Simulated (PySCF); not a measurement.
Species: 4,4,4-trifluorobutan-2-one, C4H5F3O.
Numbering: `[CH3:1][C:2](=[O:3])[CH2:4][C:5]([F:6])([F:7])[F:8]` (hydrogens: H9, H10, H11 on C1; H12, H13 on C4)

Method: PBE0-D3(BJ)/def2-SVP geometry optimisation, gas phase in PySCF; density fitting, grid level 1; the optimiser is geomeTRIC in internal coordinates, started from a GFN2-xTB structure.

Step 0: E = -14402.1002 eV
```
atom  x, y, z in Å  |  force x, y, z in eV/Å
C1      1.4592    0.3764    0.6638    0.228  -0.362  -0.005
C2      0.8261   -0.8193    0.0221   -0.498   0.400  -0.238
O3      1.2682   -1.9318    0.0879    0.161  -0.303   0.034
C4     -0.4539   -0.5456   -0.7835   -0.062   0.098   0.642
C5     -1.4383    0.3892   -0.1108   -0.538   0.340  -0.050
F6     -1.6634    0.0733    1.1720    0.205  -0.184  -0.136
F7     -2.6301    0.3657   -0.7253    0.281  -0.144  -0.046
F8     -1.0383    1.6712   -0.1208    0.174  -0.178  -0.083
H9      0.8528    0.6906    1.5129   -0.245   0.164   0.273
H10     1.5169    1.2105   -0.0312   -0.025   0.353  -0.228
H11     2.4515    0.1169    1.0230    0.336  -0.127   0.120
H12    -0.9598   -1.4958   -0.9709   -0.044  -0.178  -0.030
H13    -0.1751   -0.1037   -1.7438    0.027   0.121  -0.253
```

Step 1: E = -14402.1208 eV
```
atom  x, y, z in Å  |  force x, y, z in eV/Å
C1      1.4999    0.3709    0.6894   -0.057   0.074   0.035
C2      0.8237   -0.7921    0.0227    0.149  -0.104  -0.052
O3      1.3057   -1.8980    0.0153   -0.075   0.064   0.031
C4     -0.4789   -0.5546   -0.7265   -0.188   0.143  -0.159
C5     -1.4841    0.4097   -0.1379    0.372  -0.204  -0.271
F6     -1.7648    0.1186    1.1322   -0.100   0.048   0.093
F7     -2.6169    0.3678   -0.8405   -0.097   0.051   0.114
F8     -1.0365    1.6723   -0.1780   -0.082   0.015   0.111
H9      0.9684    0.6011    1.6282    0.014   0.019  -0.017
H10     1.4584    1.2789    0.0707    0.007  -0.014   0.008
H11     2.5372    0.1008    0.9198   -0.001  -0.013   0.029
H12    -0.9668   -1.5276   -0.8754    0.019   0.023   0.023
H13    -0.2295   -0.1500   -1.7245    0.039  -0.103   0.055
```

Question: Estimate the geometry and energy of step 2. (The exact step hangs on the optimiser's Hessian estimate; all steps are aligned on step 1, rigid shifts and turns removed.)

Answer: E = -14402.1292 eV, largest force 0.188 eV/Å
```
atom  x, y, z in Å  |  force x, y, z in eV/Å
C1      1.4870    0.3777    0.6828    0.050  -0.036   0.005
C2      0.8256   -0.7945    0.0134   -0.048  -0.079   0.043
O3      1.2900   -1.9068    0.0282    0.057   0.098   0.033
C4     -0.4737   -0.5561   -0.7446   -0.114   0.122  -0.087
C5     -1.4657    0.4038   -0.1353   -0.005   0.045  -0.043
F6     -1.7388    0.1007    1.1355    0.018  -0.105   0.129
F7     -2.6181    0.3848   -0.8072   -0.006  -0.019  -0.060
F8     -1.0236    1.6685   -0.1469    0.036   0.003  -0.046
H9      0.9321    0.6263    1.6025   -0.005  -0.004  -0.016
H10     1.4670    1.2760    0.0499    0.015  -0.011  -0.006
H11     2.5160    0.1067    0.9482    0.004   0.000   0.019
H12    -0.9649   -1.5271   -0.8886    0.005  -0.005   0.023
H13    -0.2173   -0.1623   -1.7424   -0.006  -0.010   0.006
```

The energy changes by -0.0084 eV. The first-order estimate −F·Δx gives -0.0176 eV and the mean of the old and new forces, exact on a quadratic surface, -0.0079 eV. The step makes an angle of 75° with the force vector and moves no atom by more than 0.051 Å.

The cost below is that of the whole optimisation. Hardware: one thread of an Arm Neoverse V2, shared host with 96 logical CPUs at a one-minute load of 30. Cost: 82 s, 0.54 GiB resident at most.
